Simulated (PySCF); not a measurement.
This PySCF input asks for the NMR shieldings of `CN1CCCN1[SiH3]`, C4H12N2Si; the geometry comes from GFN2-xTB.

```python
import basis_set_exchange as bse
import numpy as np
from pyscf import gto, dft
from pyscf.prop import nmr

atoms = """
C     0.138352    1.843169   -0.192409
N     0.096549    0.690701    0.697934
C    -1.260744    0.296576    1.046730
C    -1.739455   -0.626026   -0.096469
C    -0.419233   -1.090898   -0.732344
N     0.606453   -0.480886    0.096515
Si    2.287242   -0.797660    0.061542
H    -0.469717    1.723585   -1.098202
H     1.174334    2.007763   -0.481851
H    -0.213256    2.713082    0.359838
H    -1.896740    1.168679    1.190038
H    -1.205901   -0.264333    1.982740
H    -2.323494   -1.459543    0.286654
H    -2.350462   -0.077135   -0.812449
H    -0.346959   -0.766018   -1.779440
H    -0.294246   -2.174127   -0.707029
H     2.397187   -2.248618   -0.101590
H     3.019300   -0.165671   -1.056026
H     2.790985   -0.283391    1.328358
"""
names = dict.fromkeys(["C", "N", "Si", "H"], "pcSseg-1")
basis = {el: gto.basis.parse(bse.get_basis(n, elements=[el], fmt="nwchem")) for el, n in names.items()}
mol = gto.M(atom=atoms, basis=basis, charge=0, verbose=0)
mf = dft.RKS(mol, xc="PBE0")
mf.grids.level = 2
mf.grids.alignment = dft.numint.BLKSIZE   # the property module wants whole blocks of grid points
mf.conv_tol = 1e-9
mf.kernel()

calc = nmr.RKS(mf)   # GIAO
C = mf.mo_coeff
Co = C[:, mf.mo_occ > 0]
resp = mf.gen_response(singlet=True, hermi=2)
def vind(x):   # induced exchange potential for any number of trial vectors
    d = np.einsum("pi,xij,qj->xpq", C, 2 * x.reshape(-1, C.shape[1], Co.shape[1]), Co, optimize=True)
    return np.einsum("xpq,pi,qj->xij", resp(d - d.transpose(0, 2, 1)), C, Co, optimize=True).ravel()
mo1, _ = nmr.rhf.solve_mo1(calc, with_cphf=vind)
sigma = calc.kernel(mo1)
for i, s in enumerate(sigma):   # ppm
    print("%2d %-2s %9.2f" % (i, mol.atom_pure_symbol(i), np.trace(s) / 3))
```

Problem. What does it print?

Solution. 
```
 0 C     143.92
 1 N     154.23
 2 C     129.32
 3 C     158.52
 4 C     141.93
 5 N     177.46
 6 Si    411.39
 7 H      29.20
 8 H      29.40
 9 H      29.46
10 H      29.07
11 H      28.77
12 H      29.77
13 H      29.49
14 H      28.34
15 H      28.68
16 H      27.10
17 H      26.88
18 H      26.82
```

These numbers come from an equivalent density-fitted implementation of the same equations, which agrees with the script to about 0.01 ppm for H and up to a few tenths of a ppm for heavy atoms, so last digits may differ.

Problem. Turn these shieldings into chemical shifts. Chemical shifts δ = σref − σ; 13C (186.93 ppm), 29Si (349.16 ppm), 1H (31.72 ppm) vs TMS; NH3 for 15N (267.73 ppm), all at this level.

Solution. Averaging equivalent atoms: C 2: 57.6; C 4: 45.0; C 0: 43.0; C 3: 28.4; N 1: 113.5; N 5: 90.3; Si 6: -62.2; H 16/17/18: 4.78; H 14/15: 3.21; H 10/11: 2.80; H 7/8/9: 2.36; H 12/13: 2.09 ppm. Experimental scales use liquid or dissolved standards, which lie at an offset from isolated NH3 (liquid NH3: subtract about 20 ppm).

Size and cost of the density-fitted run: 186 basis functions, about 80 core-seconds.
